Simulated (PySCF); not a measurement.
Isomers C12H10:

A. SMILES c1ccc(-c2ccccc2)cc1
B. acenaphthene (C1=CC2=C3C(=CC=CC3=C1)CC2)
C. 1-vinylnaphthalene (SMILES C12=CC=CC=C1C(C=C)=CC=C2)

Spectrum 1. $^{13}$C{$^{1}$H} NMR (computed): δ 151.4 (C), 142.5 (C), 135.2 (C), 133.6 (CH), 127.7 (CH), 124.3 (CH), 32.9 (CH2).

Spectrum 2. $^{13}$C{$^{1}$H} NMR (computed): δ 147.6 (C), 134.3 (CH), 133.2 (CH), 132.8 (CH).

Spectrum 3. $^{13}$C{$^{1}$H} NMR (computed): δ 144.3 (CH), 141.1 (C), 136.8 (C), 134.4 (C), 134.3 (CH), 134.3 (CH), 131.4 (CH), 131.3 (CH), 131.0 (CH), 129.6 (CH), 129.1 (CH), 124.6 (CH2).

- J couplings at B3LYP/pcJ-1 (spin–dipole term left out of most H,H and C,H couplings)
- shielding tensors at PBE0/pcSseg-1 (GIAO)
- geometry: PBE0-D3(BJ)/def2-SVP
- run in PySCF 2.14
- relativity neglected, one conformer, equivalent nuclei averaged, no solvent

δ = σ(ref) − σ, references computed at the same level: $^{13}$C (σ = 184.41 ppm) vs TMS. Shifts are as computed. Against solution values, carbons near 30 ppm lie about +2 ppm off and those near 130 ppm about +5 ppm (rms about the fit 1.9 ppm; single classes can miss by 10 ppm). Of 1328 compounds with measured shifts, 309 miss one by over three times the rms of a fit or turn the order of signals round; such compounds aren't used in these exercises. Signals without a measured value on file couldn't be tested in this way; 1H shifts scatter by 0.2 ppm about their fit, and single ones miss by 0.5 ppm.

Task: Which spectrum belongs to which compound?

Result: 1–B, 2–A, 3–C.

- Spectrum 1 (B): 7 $^{13}$C signals; δC 133.6 is an aromatic CH; δC 127.7 is an aromatic CH.
- Spectrum 2 (A): 4 $^{13}$C signals; δC 134.3 is an aromatic CH; δC 133.2 is an aromatic CH.
- Spectrum 3 (C): 12 $^{13}$C signals; δC 144.3 is an alkene CH; δC 134.3 is an aromatic CH.
